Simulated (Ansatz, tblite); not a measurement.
Two members of one family ((BeSe)n), computed with Ansatz in the gas phase. The two geometries come from different levels. Binding counts from free atoms in the multiplicity of their measured ground term, without zero-point energy. Singlets are spin-restricted. The structures are stationary points that may keep the symmetry of their start.

First: Be3Se3 (singlet, charge 0, PBE0-D4/def2-SVP geometry).

```
atom   x (Å)   y (Å)   z (Å)
 Be1  -0.865  -1.134   0.299
 Be2  -0.335   0.905  -1.091
 Be3   1.201   0.227   0.792
 Se4  -1.918  -0.363  -1.264
 Se5   1.382   1.809  -0.476
 Se6   0.535  -1.445   1.741
```

```
              level  HOMO (eV)  LUMO (eV)  gap (eV)  binding per atom (eV)
    PBE-D4/def2-SVP      -6.27      -3.51      2.76                   3.39
   PBE-D4/def2-TZVP      -6.29      -3.44      2.86                   3.37
r2SCAN-D4/def2-TZVP      -6.57      -3.18      3.39                   3.39
   PBE0-D4/def2-SVP      -7.35      -2.85      4.51                   3.33
  PBE0-D4/def2-TZVP      -7.36      -2.73      4.63                   3.32
```

Second: Be5Se5 (singlet, charge 0, PBE-D4/def2-SVP geometry).

```xyz
10

Be    1.2926   -0.0178   -1.8715
Be    1.0265   -0.3846    1.2041
Be   -0.8270   -0.8310   -1.0076
Be   -0.0228    1.5614    0.4612
Be   -1.3085   -0.1811    1.3746
Se   -1.9595    0.9765   -0.3589
Se    2.0416    1.0139   -0.2290
Se   -0.3305   -2.0443    0.7950
Se    0.0341   -1.1102   -2.9546
Se    0.0536    1.0170    2.5868
```

Question: What does the change do? Estimate second minus first.

Answer: 
| level | Δ HOMO (eV) | Δ LUMO (eV) | Δ gap (eV) | Δ binding per atom (eV) |
| --- | --- | --- | --- | --- |
| PBE-D4/def2-SVP | 0.60 | -0.19 | -0.78 | 0.19 |
| PBE-D4/def2-TZVP | 0.61 | -0.20 | -0.81 | 0.19 |
| r2SCAN-D4/def2-TZVP | 0.66 | -0.20 | -0.85 | 0.16 |
| PBE0-D4/def2-SVP | 0.64 | -0.21 | -0.85 | 0.19 |
| PBE0-D4/def2-TZVP | 0.66 | -0.22 | -0.88 | 0.19 |

The relaxed triplet lies at 1.88 eV (PBE-D4/def2-TZVP) to 2.57 eV (B2PLYP/def2-TZVP) from the singlet. The relaxed quintet lies at 4.49 eV (PBE-D4/def2-TZVP) to 5.38 eV (B2PLYP/def2-TZVP) from the singlet.
